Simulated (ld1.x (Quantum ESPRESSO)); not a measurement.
**Varying the ultrasoft potential for barium (Ba)**

Base potential:

barium (Ba), ultrasoft, made with ld1.x (Quantum ESPRESSO) 7.5 (PBE, scalar-relativistic). Core [Kr] 4d10, reference 5s2 5p6 5d0 6s2 6p0. Waves: 5s (bound): rcut 2.60, rcutus 3.00 bohr; 6s (bound): rcut 2.60, rcutus 3.00 bohr; 5p (bound): rcut 3.15, rcutus 4.00 bohr; 6p (bound, empty): rcut 3.15, rcutus 4.00 bohr; 5d (bound, empty): rcut 3.05, rcutus 3.75 bohr; 5d channel at 5.15 Ry: rcut 3.05, rcutus 3.75 bohr. Local part: all-electron potential smoothed inside 3.80 bohr (lloc = -1). Core correction: a·sin(br)/r model core inside 2.90 bohr. Augmentation charge: PSQ, inside the norm-conserving radii.

Cutoffs, loose and tight: the cutoffs (Ry, on a coarse ladder) from which the occupation-weighted sum of valence levels, in a spherical-Bessel basis at the reference potential, stays within 10 and 1 mRy of its value at 400 Ry. They do not see the model core or the augmentation charge, which bear on the density cutoff. Test errors are all-electron minus pseudo excitation energies from the reference, over the configurations 5s2 5p6 5d0 6s1 6p0; 5s2 5p6 5d0 6s0 6p0; 5s2 5p6 5d0 6s1.5 6p0; 5s2 5p6 5d0 6s0 6p1; 5s2 5p6 5d0 6s0 6p2; 5s1 5p6 5d0 6s2 6p0; 5s2 5p6 5d0.5 6s1.5 6p0. A dash means not determined; rows that change the core or the reference have their own tests.

| change | outcome | cutoff, loose | cutoff, tight | bound ghosts | largest test error (meV) |
| --- | --- | --- | --- | --- | --- |
| base | generated | 10 Ry | 12 Ry | none | test run stopped at test 1 of 7 (negative rho) |
| core correction none | generated | 10 Ry | 12 Ry | none | test run stopped at test 1 of 7 (negative rho) |
| fully relativistic | generated | 10 Ry | 12 Ry | none | test run stopped at test 1 of 7 (negative rho) |
| waves 5d (bound): rcut 3.05, rcutus 4.56 bohr; 5d channel at 5.15 Ry: rcut 3.05, rcutus 4.56 bohr | generated | 10 Ry | 12 Ry | none | test run stopped at test 1 of 7 (negative rho) |
| wave 5d channel at 5.15 Ry: rcut 3.05, rcutus 3.75 bohr becomes 5d channel at -0.11 Ry: rcut 3.05, rcutus 3.75 bohr | generated | 10 Ry | 12 Ry | none | test run stopped at test 1 of 7 (negative rho) |

Task: What comes out with this change to the base: local potential all-electron potential smoothed inside 3.35 bohr (lloc = -2)?

Result: outcome: generated; cutoff, loose: 8 Ry; cutoff, tight: 12 Ry; bound ghosts: none; largest test error (meV): test run stopped at test 1 of 7 (negative rho).

Task: What comes out with this change to the base: waves 5s (bound): rcut 2.60, rcutus 4.28 bohr; 6s (bound): rcut 2.60, rcutus 4.28 bohr?

Result: outcome: failed: chargeps: negative rho. Cause: the spherical valence density built from the smooth waves and the augmentation charge turned negative at some radius.

Task: What comes out with this change to the base: all radii but the core radius scaled by about 1.09 (s 3.28, p 4.36, d 4.10 bohr, rcut 2.84/3.44/3.32); local potential all-electron potential smoothed inside 4.14 bohr (lloc = -1)?

Result: outcome: generated; cutoff, loose: 8 Ry; cutoff, tight: 10 Ry; bound ghosts: none; largest test error (meV): test run stopped at test 1 of 7 (negative rho).
